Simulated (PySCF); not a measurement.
C4H8OSi, SMILES C[SiH]1CC(=O)C1. Geometry: PBE-D3(BJ)/def2-SVP. The structure was generated by enumeration, and PubChem lists no compound with its InChIKey, so it may never have been made.

Computed equilibrium geometry at PBE-D3(BJ)/def2-SVP (PySCF confirms it by a frequency run) as a Z-matrix, and its point group:
point group Cs.
```
Si
H 1 1.5021
C 1 1.8823 2 112.15
H 3 1.1085 1 110.70 2 180.00
H 3 1.1090 4 108.24 1 -121.67
H 3 1.1090 4 108.24 5 -116.65
C 1 1.9224 2 112.98 3 137.07
H 7 1.1054 1 126.56 2 -27.48
H 7 1.1129 8 109.40 1 131.31
C 7 1.5398 8 115.20 9 124.81
O 10 1.2143 7 127.84 8 -14.89
C 10 1.5398 11 127.84 7 -164.87
H 12 1.1054 10 115.20 11 14.89
H 12 1.1129 13 109.40 10 124.81
```
Charge 0, spin multiplicity 1.
